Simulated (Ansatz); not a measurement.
This geometry of CH5BO3 (10 atoms, charge 0, multiplicity 1) is a first-order saddle point.

The calculation used Ansatz 0.2.0, RHF/def2-SVP.

```xyz
10
Properties=species:S:1:pos:R:3
O -1.869 0.214 -0.308
C -0.877 -0.261 0.561
B 0.603 -0.057 0.023
O 0.855 0.821 -1.008
O 1.608 -0.705 0.645
H -1.612 1.063 -0.633
H -1.061 -1.325 0.724
H -0.960 0.202 1.555
H 0.927 0.476 -1.883
H 2.469 -0.479 0.328
```

Question: Which two structures does it join? (They come from a converged band through this point; their orientation in space is the band's.)

Answer: No bond is made or broken. The dihedral C2–B3–O4–H9 goes from 0 to 179°.

Image 0:

```xyz
10
Properties=species:S:1:pos:R:3
O -1.330 0.697 -0.746
C -0.778 0.065 0.385
B 0.749 -0.255 0.078
O 1.291 0.085 -1.109
O 1.495 -0.872 1.020
H -2.239 0.906 -0.607
H -1.306 -0.864 0.626
H -0.846 0.702 1.275
H 0.657 0.508 -1.672
H 2.389 -1.022 0.752
```

Image 6:

```xyz
10
Properties=species:S:1:pos:R:3
O -1.960 0.328 -0.139
C -0.902 -0.127 0.657
B 0.511 -0.129 -0.060
O 0.622 0.553 -1.231
O 1.544 -0.771 0.538
H -1.630 0.933 -0.784
H -1.136 -1.140 0.994
H -0.815 0.471 1.575
H 1.462 0.565 -1.662
H 2.387 -0.733 0.117
```

Question: How far does it lie above each of them?

Answer: 0.56 eV above the first and 0.26 eV above the second. This is the barrier of this one path; another mechanism may lie lower.

Run time: 2.2 min on 1 thread of Arm Neoverse V1, with other jobs on the host, peak memory 0.17 GiB.
